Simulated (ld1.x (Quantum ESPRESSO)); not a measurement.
## In: excitation energies, all-electron against PAW

```
Element                 : In
Generator               : ld1.x (Quantum ESPRESSO) 7.5
Type                    : PAW
Functional              : revPBE
Relativity              : scalar-relativistic
Frozen core             : [Kr] 4d10
Valence charge          : 3
Reference configuration : 5s1 5p2
Partial waves           : 5s (bound): rcut 1.85, rcutus 2.35 bohr; 5s channel at -0.15 Ry: rcut 1.85, rcutus 2.35 bohr; 5p (bound): rcut 2.00, rcutus 2.45 bohr; 5p channel at 1.45 Ry: rcut 2.00, rcutus 2.45 bohr
Local potential         : all-electron potential smoothed inside 2.20 bohr (lloc = -1)
Core correction         : a·sin(br)/r model core inside 2.15 bohr
Augmentation charge     : PSQ, inside the norm-conserving radii
```

Energies are relative to the spin-unpolarised reference configuration 5s1 5p2; without spin polarisation the order of configurations can differ from experiment.

| valence configuration | charge | ΔE all-electron (eV) | error AE − PS (meV) |
| --- | --- | --- | --- |
| 5s2 5p1 | 0 | -5.823 | -21 |
| 5s2 5p0 | +1 | -0.544 | -7.3 |
| 5s1 5p0 | +2 | 18.540 | -120 |
| 5s2 5p1.3 | -0.3 | -6.338 | -24 |
| 5s2 5p0.5 | +0.5 | -3.920 | -13 |

(1) What are ΔE and the potential's error for 5s0 5p3?

(2) What are ΔE and the potential's error for 5s1 5p1?

## Answers

(1) ΔE = 6.073 eV all-electron; the error (AE − PS) is -23 meV.

(2) ΔE = 6.035 eV all-electron; the error (AE − PS) is -15 meV.
